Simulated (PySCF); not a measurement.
trans-(1R,2R)-2-methoxycyclopropan-1-ol (C4H8O2), SMILES CO[C@@H]1C[C@H]1O. The structure is a stationary point at B3LYP-D3(BJ)/def2-SVP. Other conformers were not sampled.

Question: Give the equilibrium geometry at B3LYP-D3(BJ)/def2-SVP (PySCF confirms it by a frequency run) as Cartesian coordinates in Å. (The exact figures need the calculation; the answer reports its results.)

Answer: One answer among several that fit: 
```xyz
14

C      2.3790    -0.3167     0.4434
O      1.0777    -0.8400     0.3311
C      0.1970     0.0118    -0.3165
C     -0.4637     1.1368     0.4583
C     -1.2384    -0.0986     0.0402
O     -2.1505    -0.0272    -1.0079
H      2.8359    -0.1335    -0.5491
H      2.9901    -1.0563     0.9805
H      2.3928     0.6368     1.0063
H      0.4169     0.2085    -1.3766
H     -0.2102     1.2399     1.5170
H     -0.6697     2.0675    -0.0778
H     -1.4642    -0.8230     0.8359
H     -2.9518     0.3980    -0.6746
```
